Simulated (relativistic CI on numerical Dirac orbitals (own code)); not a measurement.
Sensitivity of the levels of Sm XLIV to α and to the nuclear radius

Calculated at this level of theory: Dirac-Coulomb-Breit CI, orbitals from a KLI potential per configuration, derivatives by finite differences, unscaled Slater integrals, QED left out (own radial code, finite nucleus).

Configuration list (outside the closed core [Ne]): 3s2 3p6 3d, 3s2 3p5 3d2, 3s 3p6 3d2, 3s2 3p6 4s, 3s2 3p6 4p, 3p6 3d3, 3p5 3d4. Double excitations out of closed p, d and f shells are left out; levels of such configurations are missing from the list, as are those of other unlisted configurations, and high levels can miss mixing partners.

With x = (α/α₀)² − 1 an excitation energy changes as ω = ω₀ + qx; K = 2q/ω₀ is the relative enhancement. Terms are leading LS components, so labels can repeat. The field-shift factor is F = δν/δ⟨r²⟩ for the transition from the lowest level.

Lowest level 3s2 3p6 3d 2D_3/2.

```
               Level  ω₀ (cm⁻¹)  q (cm⁻¹)       K  F (GHz/fm²)
   3s2 3p6 3d 2D_5/2     267606    269500    2.01         3.54
 3s2 3p5 3d2 4D°_1/2    1606023     97850   0.122         7.92
 3s2 3p5 3d2 4D°_3/2    1609008     76800  0.0955         7.88
 3s2 3p5 3d2 4F°_5/2    1654287     77790   0.094         8.05
 3s2 3p5 3d2 4G°_7/2    1678498     67520  0.0805         7.92
 3s2 3p5 3d2 4P°_3/2    1805943    107500   0.119         8.18
 3s2 3p5 3d2 4D°_5/2    1844477    331700    0.36         11.2
 3s2 3p5 3d2 4G°_9/2    1877818    328400    0.35         11.4
 3s2 3p5 3d2 4F°_7/2    1889622    343100   0.363         11.5
 3s2 3p5 3d2 4D°_3/2    1915835    340600   0.356           11
 3s2 3p5 3d2 4P°_5/2    1930491    339200   0.351         11.4
3s2 3p5 3d2 2H°_11/2    1943621    342800   0.353         11.8
 3s2 3p5 3d2 2G°_7/2    1956055    334600   0.342         11.4
 3s2 3p5 3d2 4P°_1/2    1996012    343200   0.344         11.1
 3s2 3p5 3d2 2F°_7/2    2023382    341500   0.338         11.8
 3s2 3p5 3d2 4D°_5/2    2037980    342500   0.336         11.8
 3s2 3p5 3d2 2G°_9/2    2053427    358400   0.349           12
 3s2 3p5 3d2 2D°_3/2    2056629    346600   0.337         11.6
3s2 3p5 3d2 4G°_11/2    2159718    569700   0.528         14.8
 3s2 3p5 3d2 2D°_3/2    2164671    389000   0.359         6.11
 3s2 3p5 3d2 2D°_5/2    2195350    585600   0.534         14.5
 3s2 3p5 3d2 2F°_5/2    2229567    393000   0.353         9.26
 3s2 3p5 3d2 2G°_9/2    2231585    566000   0.507         14.8
```

At this charge energies of transitions that change n are usually good to better than 1 %, and those within a shell (Δn = 0) to a few per cent.
